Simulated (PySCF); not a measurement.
# Computed records: AlB2FH4, AlB2H6N, AlB2H4, CH6AlB2 and others

Calculation on a computer-drawn molecule: the log of a Hartree-Fock and frozen-core CCSD(T) single point meant for a local Hartree-Fock minimum, with one planted fault or none, to be diagnosed. Offsets are logged minus clean, where the clean run is the same molecule without the fault. The reference is restricted for singlets and unrestricted otherwise, and also for a bond in bohr or an excited solution. Adding or removing an electron swaps singlet and doublet. The excited solution moves the top pair (singlet) or top alpha electron (doublet) to the lowest empty orbital. Highest occupied and lowest empty are orbital energies over both spins, largest force is the largest gradient component, triples share is (T) over the correlation energy, the T1 limit is 0.02 restricted and 0.045 unrestricted, electrons count all cores, a negative frequency is imaginary (commonest isotopes), and the dipole is about the centre of nuclear charge. Program: PySCF 2.14.0.

Common to all runs: logged SCF converged yes; possible faults no fault, one electron removed, one electron added, multiplicity raised by two, geometry at a saddle point, SCF held on an excited solution, minimal basis STO-3G, one bond length entered in bohr, all coordinates scaled.

(1) 
```xyz
8
formula=AlB2FH4 meant_charge=0 meant_multiplicity=1 meant_basis=cc-pV(D+d)Z logged_electrons=35 logged_basis_functions=85 logged_spin_squared=0.7852 logged_highest_occupied=-18.022 logged_lowest_empty=-8.0581 logged_largest_force=0.046456 logged_T1_diagnostic=0.023155 logged_D1_diagnostic=0.09133 logged_triples_share=0.02215 logged_CC_converged=yes logged_dipole_magnitude=5.7634 logged_SCF_stable_within_its_kind=yes logged_energy_HF=-392.73778 logged_energy_CCSD(T)=-393.17905 planted_fault=one_electron_removed HF_energy_offset_from_clean_run=211.4 CCSD(T)_energy_offset_from_clean_run=224.7
B      0.2550     1.7933     0.8932
B      0.4096     0.1848     1.2815
Al     1.3728    -1.2828     0.0514
F      3.0055    -1.5054     0.2627
H     -0.6848     2.1982     0.2582
H      1.0959     2.5974     1.2017
H     -0.0523    -0.2154     2.3226
H      0.6936    -2.2006    -1.0350
```

Units: logged_highest_occupied, logged_lowest_empty in eV; logged_largest_force in hartree/bohr; logged_dipole_magnitude in debye; logged_energy_HF, logged_energy_CCSD(T) in hartree; HF_energy_offset_from_clean_run, CCSD(T)_energy_offset_from_clean_run in kcal/mol.

Drawn bonds:
```tsv
atom	other atom	order
1	2	1
2	3	1
3	4	1
1	5	1
1	6	1
2	7	1
3	8	1
```

(2) 
```xyz
10
formula=AlB2H6N meant_charge=0 meant_multiplicity=1 meant_basis=cc-pV(D+d)Z logged_electrons=36 logged_basis_functions=95 logged_spin_squared=0 logged_highest_occupied=-5.462 logged_lowest_empty=-2.5649 logged_largest_force=0.063445 logged_CC_converged=no logged_dipole_magnitude=3.0335 logged_SCF_stable_within_its_kind=no logged_energy_HF=-348.88813 planted_fault=SCF_held_on_an_excited_solution HF_energy_offset_from_clean_run=202.3
B     -1.0581     1.3818    -1.4851
B     -1.0703     1.9693     0.0666
Al    -2.4084     1.2583     1.6033
N     -2.0144    -0.1795     2.5554
H     -1.7737     1.8347    -2.3425
H     -0.3669     0.4440    -1.7957
H     -0.3069     2.8522     0.3780
H     -3.7725     1.9876     1.9539
H     -1.1983    -0.7532     2.4513
H     -2.5805    -0.5422     3.3005
```

Units: logged_highest_occupied, logged_lowest_empty in eV; logged_largest_force in hartree/bohr; logged_dipole_magnitude in debye; logged_energy_HF in hartree; HF_energy_offset_from_clean_run in kcal/mol.

Drawn bonds:
```tsv
atom	other atom	order
1	2	1
2	3	1
3	4	1
1	5	1
1	6	1
2	7	1
3	8	1
4	9	1
4	10	1
```

Notes: CCSD not converged.

(3) 
```xyz
7
formula=AlB2H4 meant_charge=0 meant_multiplicity=2 meant_basis=cc-pV(D+d)Z logged_electrons=27 logged_basis_functions=71 logged_spin_squared=0.7567 logged_highest_occupied=-8.7234 logged_lowest_empty=0.22273 logged_largest_force=2.205e-05 logged_lowest_frequency=155.07 logged_T1_diagnostic=0.017794 logged_D1_diagnostic=0.059622 logged_triples_share=0.025167 logged_CC_converged=yes logged_dipole_magnitude=0.50058 logged_SCF_stable_within_its_kind=yes logged_energy_HF=-293.51946 logged_energy_CCSD(T)=-293.77944 planted_fault=no_fault HF_energy_offset_from_clean_run=0 CCSD(T)_energy_offset_from_clean_run=0
B     -2.7290     0.2045    -0.1398
B     -1.1388     0.3063    -0.4829
Al     0.9153     0.4366    -0.9266
H     -3.3258    -0.8305    -0.2828
H     -3.3359     1.1621     0.2630
H      1.6720     1.8103    -0.7286
H      1.6832    -0.8405    -1.4541
```

Units: logged_highest_occupied, logged_lowest_empty in eV; logged_largest_force in hartree/bohr; logged_lowest_frequency in cm⁻¹; logged_dipole_magnitude in debye; logged_energy_HF, logged_energy_CCSD(T) in hartree; HF_energy_offset_from_clean_run, CCSD(T)_energy_offset_from_clean_run in kcal/mol.

Drawn bonds:
```tsv
atom	other atom	order
1	2	1
2	3	1
1	4	1
1	5	1
3	6	1
3	7	1
```

(4) 
```xyz
10
formula=CH6AlB2 meant_charge=0 meant_multiplicity=2 meant_basis=cc-pV(D+d)Z logged_electrons=35 logged_basis_functions=95 logged_spin_squared=0.7567 logged_highest_occupied=-8.5804 logged_lowest_empty=0.47009 logged_largest_force=2.508e-05 logged_lowest_frequency=48.512 logged_T1_diagnostic=0.015589 logged_D1_diagnostic=0.059814 logged_triples_share=0.026985 logged_CC_converged=yes logged_dipole_magnitude=1.1802 logged_SCF_stable_within_its_kind=yes logged_energy_HF=-332.56805 logged_energy_CCSD(T)=-332.9891 planted_fault=no_fault HF_energy_offset_from_clean_run=0 CCSD(T)_energy_offset_from_clean_run=0
B      1.6653     0.0821     2.5776
B      1.0961     0.0020     1.0539
Al     0.3593    -0.1018    -0.9233
C     -1.5597     0.0425    -1.3286
H      2.8438    -0.0086     2.8046
H      0.9173     0.2339     3.5086
H      1.4115    -0.3032    -2.0924
H     -2.1863     0.1810    -0.4428
H     -1.7476     0.8847    -2.0057
H     -1.9112    -0.8567    -1.8490
```

Units: logged_highest_occupied, logged_lowest_empty in eV; logged_largest_force in hartree/bohr; logged_lowest_frequency in cm⁻¹; logged_dipole_magnitude in debye; logged_energy_HF, logged_energy_CCSD(T) in hartree; HF_energy_offset_from_clean_run, CCSD(T)_energy_offset_from_clean_run in kcal/mol.

Drawn bonds:
```tsv
atom	other atom	order
1	2	1
2	3	1
3	4	1
1	5	1
1	6	1
3	7	1
4	8	1
4	9	1
4	10	1
```

(5) 
```xyz
10
formula=CH6AlB2 meant_charge=0 meant_multiplicity=2 meant_basis=cc-pV(D+d)Z logged_electrons=35 logged_basis_functions=95 logged_spin_squared=0.7579 logged_highest_occupied=-3.8875 logged_lowest_empty=-2.5799 logged_largest_force=0.042816 logged_dipole_magnitude=1.9356 logged_SCF_stable_within_its_kind=no logged_energy_HF=-332.42018 planted_fault=SCF_held_on_an_excited_solution HF_energy_offset_from_clean_run=92.79
B      1.6653     0.0821     2.5776
B      1.0961     0.0020     1.0539
Al     0.3593    -0.1018    -0.9233
C     -1.5597     0.0425    -1.3286
H      2.8438    -0.0086     2.8046
H      0.9173     0.2339     3.5086
H      1.4115    -0.3032    -2.0924
H     -2.1863     0.1810    -0.4428
H     -1.7476     0.8847    -2.0057
H     -1.9112    -0.8567    -1.8490
```

Units: logged_highest_occupied, logged_lowest_empty in eV; logged_largest_force in hartree/bohr; logged_dipole_magnitude in debye; logged_energy_HF in hartree; HF_energy_offset_from_clean_run in kcal/mol.

Drawn bonds:
```tsv
atom	other atom	order
1	2	1
2	3	1
3	4	1
1	5	1
1	6	1
3	7	1
4	8	1
4	9	1
4	10	1
```

Notes: coupled-cluster numbers left out as unreliable.

(6) 
```xyz
6
formula=CH4B meant_charge=0 meant_multiplicity=2 meant_basis=cc-pVDZ logged_electrons=15 logged_basis_functions=48 logged_spin_squared=1.4924 logged_highest_occupied=-11.609 logged_lowest_empty=0.98238 logged_largest_force=0.017176 logged_T1_diagnostic=0.064084 logged_D1_diagnostic=0.21215 logged_triples_share=0.034359 logged_CC_converged=yes logged_dipole_magnitude=0.72232 logged_SCF_stable_within_its_kind=yes logged_energy_HF=-64.70598 logged_energy_CCSD(T)=-64.9391 planted_fault=one_bond_length_entered_in_bohr,row_5_of_the_drawn_bonds HF_energy_offset_from_clean_run=77.38 CCSD(T)_energy_offset_from_clean_run=83.31
B      0.0094     0.6607     1.7598
C     -1.3985     0.1631     1.3925
H      0.9061    -0.1212     1.9252
H      0.2251     1.8357     1.8849
H     -1.6375    -0.8893     1.2698
H     -2.9842     1.4317     1.0930
```

Units: logged_highest_occupied, logged_lowest_empty in eV; logged_largest_force in hartree/bohr; logged_dipole_magnitude in debye; logged_energy_HF, logged_energy_CCSD(T) in hartree; HF_energy_offset_from_clean_run, CCSD(T)_energy_offset_from_clean_run in kcal/mol.

Drawn bonds:
```tsv
atom	other atom	order
1	2	1
1	3	1
1	4	1
2	5	1
2	6	1
```

Notes: T1 above single-reference limit.

(7) 
```xyz
9
formula=CH5AlBO meant_charge=1 meant_multiplicity=1 meant_basis=cc-pV(D+d)Z logged_electrons=36 logged_basis_functions=29 logged_spin_squared=0 logged_highest_occupied=-16.194 logged_lowest_empty=0.36987 logged_largest_force=0.095229 logged_T1_diagnostic=0.02 logged_D1_diagnostic=0.061329 logged_triples_share=0.038002 logged_CC_converged=yes logged_dipole_magnitude=2.926 logged_SCF_stable_within_its_kind=yes logged_energy_HF=-377.40571 logged_energy_CCSD(T)=-377.60298 planted_fault=minimal_basis_STO-3G HF_energy_offset_from_clean_run=2909 CCSD(T)_energy_offset_from_clean_run=3102
B     -1.6897     0.3233    -0.9677
C     -0.4261     1.2731    -0.8020
Al    -0.8594     3.1307    -0.9339
O     -1.1811     4.6910    -1.0376
H     -2.0064    -0.0386    -2.0597
H     -2.3247     0.0252    -0.0025
H      0.3253     1.1315    -1.5887
H      0.0488     1.1919     0.1836
H     -1.3630     5.6137    -1.0988
```

Units: logged_highest_occupied, logged_lowest_empty in eV; logged_largest_force in hartree/bohr; logged_dipole_magnitude in debye; logged_energy_HF, logged_energy_CCSD(T) in hartree; HF_energy_offset_from_clean_run, CCSD(T)_energy_offset_from_clean_run in kcal/mol.

Drawn bonds:
```tsv
atom	other atom	order
1	2	1
2	3	1
3	4	1
1	5	1
1	6	1
2	7	1
2	8	1
4	9	1
```

Notes: T1 above single-reference limit.

(8) 
```xyz
9
formula=CH5AlBO meant_charge=1 meant_multiplicity=1 meant_basis=cc-pV(D+d)Z logged_electrons=36 logged_basis_functions=90 logged_spin_squared=0 logged_highest_occupied=-17.498 logged_lowest_empty=-3.8337 logged_largest_force=0.038213 logged_T1_diagnostic=0.012937 logged_D1_diagnostic=0.03367 logged_triples_share=0.02407 logged_CC_converged=yes logged_dipole_magnitude=2.2213 logged_SCF_stable_within_its_kind=yes logged_energy_HF=-382.03336 logged_energy_CCSD(T)=-382.53244
B     -1.6373     0.3133    -0.9377
C     -0.4129     1.2336    -0.7772
Al    -0.8327     3.0337    -0.9050
O     -1.1444     4.5455    -1.0055
H     -1.9442    -0.0374    -1.9958
H     -2.2526     0.0244    -0.0024
H      0.3152     1.0964    -1.5395
H      0.0472     1.1550     0.1779
H     -1.3208     5.4397    -1.0648
```

Units: logged_highest_occupied, logged_lowest_empty in eV; logged_largest_force in hartree/bohr; logged_dipole_magnitude in debye; logged_energy_HF, logged_energy_CCSD(T) in hartree.

Drawn bonds:
```tsv
atom	other atom	order
1	2	1
2	3	1
3	4	1
1	5	1
1	6	1
2	7	1
2	8	1
4	9	1
```

Question: CH5AlBO (entry 8): planted fault?
Answer: all coordinates scaled, by -3.1 %

Further results for CH5AlBO (entry 8):

| Quantity | Value |
| --- | --- |
| HF energy offset from clean run | 5.391 kcal/mol |
| CCSD(T) energy offset from clean run | 8.4 kcal/mol |
